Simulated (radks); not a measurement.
The numbers below are computed, except where a source is named.
All-electron atom: Gd27+ in [Kr] 4d1. Code: a radial shooting solver on a logarithmic mesh with Libxc functionals. Model: Dirac Kohn-Sham, PBEsol, spin-unpolarised, spherical densities, finite nucleus; open shells are shared between the two j in proportion to 2j + 1; Fermi nuclear charge, rms radius 5.1569 fm. Some entries of the table are withheld. Estimate them.

| orbital | occ. | eigenvalue (hartree) | <r^2> (bohr^2) |
|---|---|---|---|
| 1s1/2 | 2 | -1871.780 | 0.0006554 |
| 2s1/2 | 2 | -336.9265 | 0.01021 |
| 2p1/2 | 2 | -321.7267 | 0.007410 |
| 2p3/2 | 4 | -296.1519 | 0.008639 |
| 3s1/2 | 2 | -99.58184 | 0.06701 |
| 3p1/2 | 2 | -93.04721 | (1) |
| 3p3/2 | 4 | -87.69024 | (2) |
| 3d3/2 | 4 | -76.51676 | 0.05455 |
| 3d5/2 | 6 | -75.33889 | 0.05640 |
| 4s1/2 | 2 | -42.33119 | (3) |
| 4p1/2 | 2 | -39.65729 | (4) |
| 4p3/2 | 4 | -38.12712 | (5) |
| 4d3/2 | 0.4 | -33.71194 | 0.3152 |
| 4d5/2 | 0.6 | -33.38977 | 0.3218 |
| 5s1/2 | 0 | (6) | 0.8909 |
| 5p1/2 | 0 | -21.97803 | 0.9252 |
| 5p3/2 | 0 | -21.35882 | 0.9792 |

Answer. 
(1) 3p1/2 <r^2> (bohr^2): 0.06223
(2) 3p3/2 <r^2> (bohr^2): 0.06894
(3) 4s1/2 <r^2> (bohr^2): 0.2887
(4) 4p1/2 <r^2> (bohr^2): 0.2921
(5) 4p3/2 <r^2> (bohr^2): 0.3148
(6) 5s1/2 eigenvalue (hartree): -23.19156
